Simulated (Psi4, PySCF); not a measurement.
The PySCF input:
```python
from pyscf import gto, scf

mol = gto.Mole()
mol.atom = '''
    Cd   -0.02135930    0.00986032    0.01528230
    I    -0.24305620    2.07466686   -1.70162621
    I     0.26240047   -2.08359696    1.68778564
'''
mol.basis = 'def2-svp'
mol.ecp = {'Cd': 'def2-svp', 'I': 'def2-svp'}
mol.charge = 1
mol.spin = 1
mol.verbose = 3
mol.build()

mf = scf.UHF(mol)
mf.kernel()
```

**Question.** Convert this to an input for Psi4.

**Answer.** One answer among several that fit: 
```
memory 2 GB

molecule mol {
1 2
Cd   -0.021359    0.009860    0.015282
I    -0.243056    2.074667   -1.701626
I     0.262400   -2.083597    1.687786
}

set {
  basis def2-svp
  reference uhf
  scf_type pk
  puream true
  d_convergence 1e-8
}

energy('scf')
print_variables()
```

Both were run: PySCF gave -759.914000 Eh and Psi4 -759.914000 Eh, 0.000 mEh apart.
